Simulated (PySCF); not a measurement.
Ligands exchanged one at a time, Ga Cl-SiH3. All species are isolated molecules in the gas phase. Strings in code marks are SMILES.

The S1–T1 gap (TDA) from two functionals at the same geometries (ωB97X-D3(BJ)/def2-TZVP), both in PySCF: PBE-D3(BJ)/def2-TZVP and ωB97X-D3(BJ)/def2-TZVP. Excitations are Tamm–Dancoff values on a coarser integration grid. The basis has no diffuse functions, so Rydberg states are missing or too high.

```
species                                                PBE-D3(BJ)/def2-TZVP (eV)
-----------------------------------------------------  -------------------------
0 of 3 Cl replaced by SiH3 (`[Cl][Ga]([Cl])[Cl]`)                           0.32
2 of 3 Cl replaced by SiH3 (`[SiH3][Ga]([Cl])[SiH3]`)                       0.47
3 of 3 Cl replaced by SiH3                                                  0.51
```

**Question.** What does ωB97X-D3(BJ)/def2-TZVP give for each?

**Answer.** 
- 0 of 3 Cl replaced by SiH3 (`[Cl][Ga]([Cl])[Cl]`): 0.42
- 2 of 3 Cl replaced by SiH3 (`[SiH3][Ga]([Cl])[SiH3]`): 0.53
- 3 of 3 Cl replaced by SiH3: 0.52
Over these rows, drawn at random from the members with no instability flagged (it was tested for open shells, ions and some series alone), PBE minus ωB97X-D3(BJ): mean -0.06 eV, from -0.10 eV to -0.01 eV.
